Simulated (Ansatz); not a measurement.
Reaction (formal exchange of groups at the Si–Si bond): `O[Si](O)(F)[SiH3]` + `NC[SeH]` → `NC([SiH3])[SeH]` + `O[SiH](O)F`

Program: Ansatz. Geometries: PBE0-D4/def2-TZVP. ΔE: electronic, gas phase. CBS: MP2 limit from def2 TZ/QZ plus the TZ coupled-cluster correction, frozen cores. This one scheme is used for every species. DFT in def2-TZVPP. B3LYP here is the variant with VWN-RPA as its local correlation; programs differ in this. For Se outer-core shells are correlated without core-valence functions, which leaves a few kJ/mol of doubt a bond. Scalar relativity is left out up to krypton. One conformer a species, not always the lowest.

`O[Si](O)(F)[SiH3]`:

Cartesian coordinates in Å:
```
O -0.394 1.017 -1.606
Si 0.372 0.559 -0.233
O 0.201 1.757 0.851
F 1.914 0.345 -0.612
Si -0.421 -1.414 0.725
H -0.126 0.608 -2.430
H 0.236 2.664 0.540
H -0.272 -2.524 -0.254
H 0.349 -1.746 1.951
H -1.860 -1.267 1.067
```

`NC[SeH]`:

Cartesian coordinates in Å:
```
N -0.865 0.645 -0.474
C 0.299 0.279 0.292
Se 1.507 -0.891 -0.713
H -1.424 1.325 0.028
H -1.445 -0.162 -0.667
H 0.115 -0.228 1.245
H 0.888 1.174 0.498
H 0.925 -2.141 -0.209
```

`NC([SiH3])[SeH]`:

```xyz
11

N    -0.367   -1.502    0.746
C    -0.644   -0.235    0.092
Si    0.833    0.528   -0.806
Se   -1.299    0.976    1.514
H     0.507   -1.475    1.258
H    -0.326   -2.258    0.074
H    -1.481   -0.388   -0.593
H     0.524    1.869   -1.371
H     1.246   -0.383   -1.911
H     1.951    0.638    0.168
H    -0.945    2.228    0.829
```

`O[SiH](O)F`:

Cartesian coordinates in Å:
```
O 1.223 0.594 0.009
Si -0.180 -0.187 0.288
O -1.353 0.530 -0.567
F 0.018 -1.710 -0.142
H 2.045 0.130 0.169
H -0.600 -0.191 1.696
H -1.154 0.836 -1.453
```

| level | ΔE (eV) |
| --- | --- |
| r2SCAN-D4 | 0.07 |
| B3LYP-D4 | 0.06 |
| B2PLYP | 0.03 |
| r2SCAN | 0.07 |
| PBE0 | 0.14 |
| CCSD/def2-TZVPP | 0.01 |
| CCSD(T)/def2-TZVPP | 0.00 |
| CCSD/CBS(def2) | 0.01 |

Task: What does CCSD(T)/CBS give? (Estimate.)

Result: The calculation gave: 0.00 eV. The listed levels differ from it by 0.07, 0.06, 0.03, 0.07, 0.14, 0.01, 0.00, 0.01 eV.

Largest T1 diagnostic among the species: 0.013.

In def2-TZVPP, CCSD(T) changes the Hartree–Fock value by −0.04 eV (the triples alone add −0.01 eV) and MP2 by −0.13 eV. The D4 term adds −0.04 eV with B3LYP and −0.02 eV with PBE0; it sums over pairs of atoms, weighted by their polarisabilities, and B3LYP, whose exchange is more repulsive, gets the larger term.
